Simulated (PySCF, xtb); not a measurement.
Cl2FH3Si2, SMILES [SiH2](F)[SiH](Cl)Cl.

The structure is a stationary point at B3LYP-D3(BJ)/def2-SVP. This is a generated structure with no PubChem entry under its InChIKey; it may be hypothetical. Other conformers were not sampled.

These are IEF-PCM-B3LYP/def2-SVP run with PySCF values and carry that method's errors.

The values are the electrostatic part of the solvation free energy, E(continuum) − E(gas) at the gas-phase geometry, in a cavity of scaled van der Waals radii (PySCF's table); cavitation and dispersion terms are not included. In vacuum the orbital gap is 6.94 eV. The dipole moment in vacuum is 1.10 D.

```
solvent      ε  ΔG(elec) (kcal/mol)  dipole (D)  gap (eV)
-------  -----  -------------------  ----------  --------
water    78.36                 -2.3        1.47      6.99
toluene   2.37                 -1.1        1.26      6.97
ethanol  24.85                 -2.2        1.45      6.99
```

For comparison, GFN2-xTB/ALPB(water) (xtb, at the GFN2-xTB geometry, all terms of that model) gives -1.0 kcal/mol.
